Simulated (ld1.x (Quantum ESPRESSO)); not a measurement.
Before and after: TM potential for Ag (Z = 47)

silver, norm-conserving Troullier–Martins (Kleinman–Bylander form), made with ld1.x (Quantum ESPRESSO) 7.5 (PBE, scalar-relativistic). Core [Ar] 3d10, reference 4s2 4p6 4d9.5 5s0 5p0 (charge +1.5). Waves: 4s (bound): rc 0.85 bohr; 4p (bound): rc 1.15 bohr; 4d (bound): rc 1.60 bohr. Local part: the d channel. Core correction: a·sin(br)/r model core inside 0.80 bohr.

Change: wave 4p (bound): rc 1.15 bohr becomes 4p (bound): rc 0.88 bohr.

Cutoffs: the cutoffs (Ry, on a coarse ladder) from which the occupation-weighted sum of valence levels, in a spherical-Bessel basis at the reference potential, stays within 10 and 1 mRy of its value at 400 Ry; they do not see the model core or the augmentation charge, which bear on the density cutoff. Errors are all-electron minus pseudo energies relative to the spin-unpolarised reference configuration.

Q: What does the change do?

A: The potential gets harder (160 Ry and 260 Ry → 180 Ry and 300 Ry); of the 7 tests that both files solve, the error grows in 1 and shrinks in 0 by more than 15 % and 0.3 meV (median size 1.5 → 3.0 meV); the range in which the p phases agree widens (upper end 2.7 → at the end of the scan); neither file shows a bound ghost. A smaller radius makes the pseudo-wave follow the all-electron one further in, where it bends more sharply, so more plane waves are needed.

```csv
quantity,base,changed
"cutoff, loose",160 Ry,180 Ry
"cutoff, tight",260 Ry,300 Ry
loose cutoff by channel (10 mRy a level),"s 140 Ry, p 70 Ry, d 55 Ry","s 140 Ry, p 80 Ry, d 55 Ry"
bound ghosts,none,none
"error for 4s2 4p6 4d10 5s1 5p0, meV [ΔE -17.16 eV]",-3.5,-3.5
"error for 4s2 4p6 4d10 5s0 5p0, meV [ΔE -9.40 eV]",+0.3,+0.3
"error for 4s2 4p6 4d9 5s0 5p0, meV [ΔE 12.71 eV]",-1.5,-1.5
"error for 4s2 4p6 4d9 5s1 5p1, meV [ΔE -8.58 eV]",-1.4,-5.1
"error for 4s2 4p6 4d9 5s2 5p0, meV [ΔE -13.08 eV]",-3.1,-3.0
"error for 4s2 4p6 4d9 5s1 5p0, meV [ΔE -4.00 eV]",-0.4,-0.3
"error for 4s2 4p6 4d8 5s0 5p0, meV [ΔE 48.91 eV]",-6.6,-6.8
s: phases at 1.74 bohr within 0.05 rad from the reference energy up to (Ry; the scan ends near 5),to the end of the scan,to the end of the scan
p: phases at 1.74 bohr within 0.05 rad from the reference energy up to (Ry; the scan ends near 5),2.7,to the end of the scan
d: phases at 1.74 bohr within 0.05 rad from the reference energy up to (Ry; the scan ends near 5),to the end of the scan,to the end of the scan
```
